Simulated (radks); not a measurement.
The numbers below are computed, except where a source is named.
Task: Successive ionisation energies (eV) of one element, from differences of total energies of ions in their ground configurations, starting at charge 22: 1038.7, 1105.8, 1159.2, 1212.0, 1333.2, 1391.9, 3367.0, 3516.9, 3665.4, 3869.3, 4028.3, 4185.3, 4465.7, 4619.8, 19376.5, 20037. Level of theory: scalar-relativistic Kohn-Sham, BLYP, spin-polarised, spherical densities, finite nucleus; open shells are filled with parallel spins first (spin-orbit coupling, left out, can overturn this in heavy ions); Fermi nuclear charge, rms radius 4.224 fm (a radial shooting solver on a logarithmic mesh with Libxc functionals). Which element is it?

Result: Strontium (Z = 38). The first species listed is Sr22+ in [Ne] 3s2 3p4, the last Sr37+ in 1s1.
